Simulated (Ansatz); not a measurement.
**Energy profile**

The step: SiH₂F₂ ([F][SiH2][F]) + SiH₄ → Si₂H₄F₂ ([F][SiH]([F])[SiH3]) + H₂; bonds formed: Si1–Si7, H2–H6; bonds broken: Si1–H2, H6–Si7 (atoms numbered as in the saddle structure below).

```xyz
10
angstrom
Si -1.1528 0.5143 -0.1584
H -0.2934 -1.0890 -0.0231
F -1.9363 0.1893 -1.5067
F -0.8382 2.0794 -0.2317
H -2.0651 0.3182 0.9927
H 0.4811 -1.6918 0.2565
Si 1.2693 -0.2172 0.1446
H 0.6817 -0.0668 1.5138
H 1.2682 -0.5321 -1.3086
H 2.5855 0.4958 0.3210
```

Electronic energies by CCSD(T) at an estimated basis limit (MP2 extrapolated from triple and quadruple zeta, plus CCSD(T) − MP2 in triple zeta), on PBE0-D4/def2-TZVP structures; Si$_{2}$H$_{6}$F$_{2}$, closed shell; no counterpoise correction. Ansatz 0.2.0; basis: def2-TZVPP and def2-QZVPP; cores frozen in the correlated methods. Extrapolation: Hartree–Fock as exp(−7.88 √X), correlation as X^−2.97.

Q: Give the profile in eV, counted from the separated reactants. (An estimate is asked for; the value comes from the calculation.)

A: Computed:
```json
{"point": "separated: SiH$_{2}$F$_{2}$ (linked as [F][SiH2][F]; Si1, H2, F3, F4, H5; singlet) + SiH$_{4}$ (H6, Si7, H8, H9, H10; singlet)", "eV": "0.000"}
{"point": "start structure", "eV": "-0.059"}
{"point": "saddle", "eV": "3.316"}
{"point": "end structure", "eV": "0.307"}
{"point": "separated: Si$_{2}$H$_{4}$F$_{2}$ (linked as [F][SiH]([F])[SiH3]; Si1, F3, F4, H5, Si7, H8, H9, H10; singlet) + H$_{2}$ (H2, H6; singlet)", "eV": "0.335"}
```

No T1 diagnostic of these runs exceeds 0.014.

For scale, one of the runs: CCSD(T)/def2-TZVPP, 230 basis functions, launched by `ansatz run in.yaml --threads 4 --pin off --events-out ev --progress --plain --max-ram 9574MiB`. Hardware: 4 CPU threads of an Arm Neoverse V2, shared host. Wall time 83 s; peak host memory 3.8 GiB.
